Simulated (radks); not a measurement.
Values are calculated unless marked as measured or tabulated.
Initial-state core-level shifts of the tellurium ion Te+ when its valence configuration changes from [Kr] 4d10 5s2 5p3. Code: a radial shooting solver on a logarithmic mesh with Libxc functionals. Model: Dirac Kohn-Sham, PBE, spin-unpolarised, spherical densities, finite nucleus; open shells fill j = l - 1/2 first; Fermi nuclear charge, rms radius 4.7423 fm. Shifts are changes of the shell-averaged eigenvalues in eV (positive: less bound); the change of the density at the nucleus, which sets a Mossbauer isomer shift, is in e/bohr^3, on a base of 2.28e+05.

| valence | 2p | 3s | 3d | 4s | density at nucleus |
|---|---|---|---|---|---|
| 4d10 5s1 5p4 | -1.526 | -1.549 | -1.546 | -1.529 | -61.15 |
| 4d9 5s2 5p4 | -9.595 | -9.188 | -9.281 | -7.768 | +25.01 |
| 4d8 5s2 5p5 | -19.460 | -18.561 | -18.762 | -15.501 | +51.08 |
| 4d9 5s1 5p5 | -11.046 | -10.662 | -10.752 | -9.210 | -42.82 |
| 4d9.5 5s2 5p3.5 | -4.764 | -4.571 | -4.616 | -3.889 | +12.37 |
| 4d8 5s1 5p6 | -20.849 | -19.973 | -20.172 | -16.870 | -23.32 |
